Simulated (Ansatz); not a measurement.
`N[Si](F)([SiH3])Cl` + HBr → `N[Si](F)(Cl)Br` + SiH₄ at 298.15 K and 1 bar (cleavage of the Si–Si bond).

Calculated with Ansatz (gas phase, PBE0-D4/def2-TZVP geometries, no zero-point term in ΔE). CCSD(T)/CBS is the MP2 limit (def2-TZVPP, def2-QZVPP) plus CCSD(T) − MP2 in def2-TZVPP, frozen cores. This one scheme is used for every species. For Br outer-core shells are correlated without core-valence functions, which leaves a few kJ/mol of doubt a bond. Scalar relativity is left out up to krypton. Each species was taken in one conformer, which may not be the lowest.

```tsv
species	CCSD(T)/CBS energy (Eh)	H − E (kJ/mol)	S (J/(mol·K))
`N[Si](F)([SiH3])Cl`	-1195.59251	172.2	380.4
HBr	-2573.91920	24.6	198.6
`N[Si](F)(Cl)Br`	-3478.08790	106.1	362.1
SiH₄	-291.46306	92.1	204.8
```

H − E and S are ideal-gas, rigid-rotor, harmonic terms from PBE0-D4/def2-TZVP, for one conformer and one mirror image of each species. 1 Eh = 2625.50 kJ/mol, R = 8.31446 J/(mol·K).

Problem. By hand: ΔE, ΔH, ΔS and ΔG.

Solution. ΔE = (-3478.08790) + (-291.46306) − (-1195.59251) − (-2573.91920) = -0.03925 Eh = -103.1 kJ/mol. Δ(H − E) = 106.1 + 92.1 − 172.2 − 24.6 = 1.4, so ΔH = -101.7 kJ/mol. ΔS = 362.1 + 204.8 − 380.4 − 198.6 = -12.1 J/(mol·K). ΔG = -101.7 − 298.15 × (-12.1)/1000 = -98.1 kJ/mol.

Problem. By hand: the equilibrium constant, and the temperature at which ΔG would vanish if ΔH and ΔS stayed fixed.

Solution. log₁₀ K = −ΔG/(RT ln 10) = 17.2. ΔG = 0 at ΔH/ΔS = 8405 K, far beyond where these terms or the molecules hold.

The number of gas molecules stays the same, so ΔS is small and ΔH decides. A doubt of 5 kJ/mol in ΔE shifts log₁₀ K by 0.9 here. Other conformers and mirror images would add mixing entropy, several J/(mol·K) or more a flexible species. These are equilibria of isolated gas molecules and say nothing of rates. Largest T1 diagnostic: 0.011 (customary marks: 0.02 for closed shells, 0.045 for open ones).
